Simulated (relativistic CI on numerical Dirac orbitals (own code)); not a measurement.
# Inner-shell lines of Os41+

Method of calculation: Dirac-Coulomb-Breit CI, separate exchange-only KLI orbitals for each configuration, a model potential for QED, unscaled Slater integrals (own radial code, finite nucleus).

CI space (outside the closed core [Ne] 3s2 3d10): 3p6.4s2.4p5, 3p5.4s2.4p5.4d, 3p5.4s2.4p5.5s, 3p5.4s2.4p5.5d, 3p5.4s.4p6.5d, 3p5.4s.4p6.5s, 3p6.4s.4p6. Levels of other configurations are missing.

The table holds the strongest lines. The upper levels have an inner-shell vacancy. Auger decay, open to those above the ionisation limit, is not computed, and radiative decays to configurations outside the model are missing too. Absolute energies can be off by a few tenths of a per cent, so close lines can change order. LS names give the leading component, which can be well under half, for lower levels too. Brackets number the levels in order of energy.

| E (eV) | Upper | Lower | A (s⁻¹) | gA (s⁻¹) |
| --- | --- | --- | --- | --- |
| 2441.3 | 3p5.4s2.4p5.4d 2D_5/2 [18] | 3p6.4s2.4p5 2P°_3/2 [1] | 1.10e+13 | 6.60e+13 |
| 2444.2 | 3p5.4s2.4p5.4d 2P_3/2 [19] | 3p6.4s2.4p5 2P°_3/2 [1] | 1.37e+13 | 5.50e+13 |
| 2447.6 | 3p5.4s2.4p5.4d 2D_5/2 [21] | 3p6.4s2.4p5 2P°_3/2 [1] | 9.27e+13 | 5.56e+14 |
| 2449.1 | 3p5.4s2.4p5.4d 2P_1/2 [23] | 3p6.4s2.4p5 2P°_3/2 [1] | 5.94e+13 | 1.19e+14 |
| 2450.1 | 3p5.4s2.4p5.4d 2P_1/2 [41] | 3p6.4s2.4p5 2P°_1/2 [2] | 1.03e+14 | 2.06e+14 |
| 2451.5 | 3p5.4s2.4p5.4d 2D_3/2 [43] | 3p6.4s2.4p5 2P°_1/2 [2] | 9.79e+13 | 3.92e+14 |
| 2451.9 | 3p5.4s2.4p5.4d 2P_3/2 [26] | 3p6.4s2.4p5 2P°_3/2 [1] | 9.04e+13 | 3.62e+14 |
| 2465.9 | 3p5.4s2.4p5.4d 4P_1/2 [28] | 3p6.4s2.4p5 2P°_3/2 [1] | 2.99e+13 | 5.99e+13 |
| 2768.9 | 3p5.4s2.4p5.4d 4P_1/2 [48] | 3p6.4s2.4p5 2P°_3/2 [1] | 3.99e+13 | 7.98e+13 |
| 2771.0 | 3p5.4s2.4p5.4d 4F_5/2 [50] | 3p6.4s2.4p5 2P°_3/2 [1] | 1.19e+13 | 7.14e+13 |
| 2773.0 | 3p5.4s2.4p5.4d 2D_3/2 [62] | 3p6.4s2.4p5 2P°_1/2 [2] | 4.68e+13 | 1.87e+14 |
| 2773.5 | 3p5.4s2.4p5.4d 2D_5/2 [51] | 3p6.4s2.4p5 2P°_3/2 [1] | 3.56e+13 | 2.13e+14 |
| 2773.7 | 3p5.4s2.4p5.4d 2P_3/2 [52] | 3p6.4s2.4p5 2P°_3/2 [1] | 4.37e+13 | 1.75e+14 |
| 2789.5 | 3p5.4s2.4p5.4d 2P_1/2 [65] | 3p6.4s2.4p5 2P°_1/2 [2] | 4.46e+13 | 8.93e+13 |
| 3197.9 | 3p5.4s2.4p5.5d 2D_5/2 [93] | 3p6.4s2.4p5 2P°_3/2 [1] | 1.31e+13 | 7.84e+13 |
| 3199.1 | 3p5.4s2.4p5.5d 2S_1/2 [94] | 3p6.4s2.4p5 2P°_3/2 [1] | 3.75e+13 | 7.50e+13 |
| 3199.1 | 3p5.4s2.4p5.5d 2P_3/2 [95] | 3p6.4s2.4p5 2P°_3/2 [1] | 1.82e+13 | 7.29e+13 |
| 3199.7 | 3p5.4s2.4p5.5d 2D_5/2 [96] | 3p6.4s2.4p5 2P°_3/2 [1] | 1.30e+13 | 7.82e+13 |
| 3200.9 | 3p5.4s2.4p5.5d 2P_3/2 [98] | 3p6.4s2.4p5 2P°_3/2 [1] | 1.74e+13 | 6.97e+13 |
| 3204.7 | 3p5.4s.4p6.5d 2P°_1/2 [139] | 3p6.4s.4p6 2S_1/2 [3] | 5.23e+13 | 1.05e+14 |
| 3204.7 | 3p5.4s.4p6.5d 2P°_3/2 [140] | 3p6.4s.4p6 2S_1/2 [3] | 2.86e+13 | 1.14e+14 |
| 3205.9 | 3p5.4s2.4p5.5d 2D_3/2 [119] | 3p6.4s2.4p5 2P°_1/2 [2] | 1.88e+13 | 7.53e+13 |
| 3206.6 | 3p5.4s2.4p5.5d 2P_1/2 [122] | 3p6.4s2.4p5 2P°_1/2 [2] | 5.53e+13 | 1.11e+14 |
| 3206.6 | 3p5.4s2.4p5.5d 2D_3/2 [123] | 3p6.4s2.4p5 2P°_1/2 [2] | 3.52e+13 | 1.41e+14 |
| 3207.4 | 3p5.4s.4p6.5d 2P°_3/2 [143] | 3p6.4s.4p6 2S_1/2 [3] | 2.51e+13 | 1.00e+14 |
| 3208.6 | 3p5.4s2.4p5.5d 2D_5/2 [104] | 3p6.4s2.4p5 2P°_3/2 [1] | 2.12e+13 | 1.27e+14 |
| 3209.8 | 3p5.4s2.4p5.5d 2P_3/2 [105] | 3p6.4s2.4p5 2P°_3/2 [1] | 1.65e+13 | 6.61e+13 |
| 3537.3 | 3p5.4s2.4p5.5d 2D_3/2 [167] | 3p6.4s2.4p5 2P°_1/2 [2] | 1.70e+13 | 6.80e+13 |
| 3538.4 | 3p5.4s2.4p5.5d 2P_1/2 [168] | 3p6.4s2.4p5 2P°_1/2 [2] | 2.68e+13 | 5.35e+13 |
| 3539.4 | 3p5.4s2.4p5.5d 2D_5/2 [150] | 3p6.4s2.4p5 2P°_3/2 [1] | 1.63e+13 | 9.79e+13 |
| 3539.6 | 3p5.4s2.4p5.5d 4P_1/2 [151] | 3p6.4s2.4p5 2P°_3/2 [1] | 2.40e+13 | 4.80e+13 |
| 3541.8 | 3p5.4s2.4p5.5d 2P_3/2 [153] | 3p6.4s2.4p5 2P°_3/2 [1] | 2.54e+13 | 1.02e+14 |
| 3541.9 | 3p5.4s2.4p5.5d 2F_5/2 [154] | 3p6.4s2.4p5 2P°_3/2 [1] | 9.52e+12 | 5.71e+13 |
| 3542.2 | 3p5.4s.4p6.5d 4D°_1/2 [176] | 3p6.4s.4p6 2S_1/2 [3] | 2.61e+13 | 5.21e+13 |
| 3542.3 | 3p5.4s.4p6.5d 2P°_3/2 [177] | 3p6.4s.4p6 2S_1/2 [3] | 2.30e+13 | 9.20e+13 |
